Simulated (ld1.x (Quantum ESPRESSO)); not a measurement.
## magnesium (Mg) PAW: all-electron and pseudo phase curves

Mg (Z = 12), PAW, made with ld1.x (Quantum ESPRESSO) 7.5 (PW91, scalar-relativistic). Core [He] 2s2, reference 2p6 3s2 3p0. Waves: 3s (bound): rcut 2.00, rcutus 2.75 bohr; 3s channel at 2.95 Ry: rcut 2.00, rcutus 2.75 bohr; 2p (bound): rcut 1.05, rcutus 1.15 bohr; 3p (bound, empty): rcut 1.05, rcutus 1.15 bohr; 3d channel at 0.2 Ry: rcut 1.85, rcutus 2.30 bohr; 3d channel at 1.55 Ry: rcut 1.85, rcutus 2.30 bohr. Local part: all-electron potential smoothed inside 1.20 bohr (lloc = -2). Core correction: Bessel-smoothed model core inside 0.55 bohr. Augmentation charge: PSQ, radius 0.80 bohr.

The phase is arctan(r·u′/u) with u = r·R(r), unwrapped; energies in Ry, scanned from -5 to 5 Ry. A pole is an energy at which the radial function vanishes at the test radius. The pseudo phase is shifted by a multiple of π to meet the all-electron one at the reference energy, and phase errors are pseudo minus all-electron; the curves can meet again beyond the range given. Levels narrower than the energy grid can be missing from the lists of poles. n/a: not evaluated, since a narrow level or a reset projector energy made the automatic matching unsafe.

Q: For each channel, where are the poles, and over which energies does the pseudopotential scatter like the atom?

A:

| channel | radius (bohr) | reference energy (Ry) | poles, all-electron | poles, pseudo | unbroken range about the reference energy with phases within 0.05 rad | phase error 1 Ry above the reference energy (rad) |
| --- | --- | --- | --- | --- | --- | --- |
| s | 2.99 | -0.35 | 0.74 | 0.73, 4.71 | below 4.4 | -0.002 |
| p | 2.99 | -0.10 | 1.40 | 1.40 | n/a | n/a |
| d | 2.99 | 0.20 | 2.04 | 2.04, 3.83 | below 3.4 | +0.000 |

Phases in the p channel:

| E (Ry) | all-electron | pseudo |
| --- | --- | --- |
| -5.00 | 1.415 | 1.415 |
| -4.48 | 1.405 | 1.405 |
| -3.96 | 1.393 | 1.393 |
| -3.44 | 0.706 | 0.704 |
| -2.92 | -1.777 | -1.777 |
| -2.40 | -1.803 | -1.803 |
| -1.88 | -1.839 | -1.839 |
| -1.36 | -1.898 | -1.898 |
| -0.84 | -2.014 | -2.014 |
| -0.32 | -2.361 | -2.361 |
| 0.20 | -3.765 | -3.765 |
| 0.72 | -4.485 | -4.485 |
| 1.24 | -4.676 | -4.676 |
| 1.76 | -4.780 | -4.780 |
| 2.28 | -4.874 | -4.874 |
| 2.80 | -5.016 | -5.015 |
| 3.32 | -5.416 | -5.414 |
| 3.84 | -6.914 | -6.909 |
| 4.36 | -7.525 | -7.524 |
| 4.88 | -7.687 | -7.687 |
